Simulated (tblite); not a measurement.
Compound: C3H8O2Si.
Bonds: C1–C2 (double), C2–C3, C2–Si4, Si4–O5, Si4–O6. Hydrogens: H7, H8 on C1; H9, H10, H11 on C3; H12 on Si4; H13 on O5; H14 on O6.

Computed with GFN2-xTB (tblite), gas phase: Langevin dynamics at 600 K from the optimised GFN2-xTB geometry, time step 0.5 fs, friction 0.01 fs⁻¹, 2000 steps. The instantaneous temperature is 2·E(kin)/(3Nk) with all 3N coordinates.

| t (fs) | T (K) | E(pot) above start (eV) | C1=C2 (Å) | C2–C3 (Å) | C2–Si4 (Å) | Si4–O5 (Å) | Si4–O6 (Å) | C1–H7 (Å) | C1–C2–Si4–O5 (°) |
| --- | --- | --- | --- | --- | --- | --- | --- | --- | --- |
| 0 | 465 | 0.000 | 1.326 | 1.497 | 1.887 | 1.634 | 1.622 | 1.078 | -10 |
| 50 | 527 | 0.691 | 1.330 | 1.553 | 1.905 | 1.600 | 1.715 | 1.128 | -19 |
| 100 | 608 | 0.644 | 1.341 | 1.469 | 1.905 | 1.653 | 1.574 | 1.109 | -31 |
| 150 | 563 | 0.481 | 1.321 | 1.546 | 1.868 | 1.612 | 1.649 | 1.088 | -26 |
| 200 | 627 | 1.069 | 1.349 | 1.498 | 1.869 | 1.554 | 1.782 | 1.079 | -4 |
| 250 | 521 | 1.232 | 1.331 | 1.544 | 1.889 | 1.818 | 1.668 | 1.033 | 2 |
| 300 | 864 | 0.838 | 1.339 | 1.522 | 1.922 | 1.754 | 1.667 | 1.153 | 31 |
| 350 | 660 | 1.088 | 1.316 | 1.544 | 1.972 | 1.506 | 1.667 | 1.031 | 47 |
| 400 | 709 | 0.946 | 1.353 | 1.422 | 1.850 | 1.626 | 1.592 | 1.079 | 45 |
| 450 | 885 | 1.008 | 1.280 | 1.506 | 1.923 | 1.665 | 1.636 | 1.119 | 40 |
| 500 | 717 | 0.955 | 1.350 | 1.471 | 1.817 | 1.598 | 1.720 | 1.012 | 44 |
| 550 | 786 | 0.679 | 1.311 | 1.521 | 1.844 | 1.686 | 1.623 | 1.119 | 65 |
| 600 | 480 | 1.264 | 1.305 | 1.399 | 1.804 | 1.589 | 1.622 | 1.066 | 59 |
| 650 | 509 | 0.981 | 1.349 | 1.525 | 1.896 | 1.655 | 1.629 | 1.106 | 62 |
| 700 | 451 | 1.308 | 1.298 | 1.456 | 1.861 | 1.670 | 1.760 | 1.067 | 35 |
| 750 | 870 | 0.887 | 1.331 | 1.505 | 1.962 | 1.669 | 1.715 | 1.075 | 49 |
| 800 | 767 | 1.225 | 1.339 | 1.442 | 2.049 | 1.591 | 1.569 | 1.120 | 50 |
| 850 | 855 | 0.834 | 1.365 | 1.557 | 1.981 | 1.553 | 1.600 | 1.068 | 32 |
| 900 | 586 | 0.918 | 1.324 | 1.514 | 1.979 | 1.620 | 1.662 | 1.080 | 40 |
| 950 | 649 | 1.118 | 1.324 | 1.545 | 1.954 | 1.758 | 1.678 | 1.116 | 35 |
| 1000 | 586 | 1.162 | 1.330 | 1.510 | 1.976 | 1.700 | 1.597 | 1.082 | 8 |

Question: From 500 fs on, how do temperature and potential energy compare with equipartition?

Answer: The mean temperature of these 11 frames is 660 K against the target 600 K, and the mean potential energy 1.03 eV against 36 × kT/2 = 0.93 eV for 36 classical harmonic modes. For 14 atoms in a canonical ensemble the temperature itself scatters by T·√(2/(3N)) = 131 K; here its standard deviation is 142 K. The whole run lasts only 10 friction times of 100 fs, so these averages carry a wide statistical error.

Question: What are the kinetic and total energies of the listed frame with the highest potential energy?

Answer: The one at 700 fs, 1.308 eV above the start. Its kinetic energy is 3NkT/2 = 0.817 eV at 451 K, so the sum is 2.12 eV; over the listed frames the sum runs from 0.84 to 2.61 eV, since the thermostat adds and removes energy.

Question: How much do the listed bonds fluctuate from 500 fs on?

Answer: 
```csv
bond,at the start (Å),mean (Å),standard deviation (Å)
C1=C2,1.326,1.330,0.019
C2–C3,1.497,1.495,0.046
C2–Si4,1.887,1.920,0.076
Si4–O5,1.634,1.645,0.057
Si4–O6,1.622,1.652,0.057
C1–H7,1.078,1.083,0.030
```

The motion is classical and holds no zero-point motion.

The cost below is that of the whole dynamics run. On one thread, Intel Xeon Platinum 8488C (x86_64), no GPU, shared host with 192 logical CPUs at a one-minute load of 156, this took 16 s and 0.18 GiB of memory at its peak.
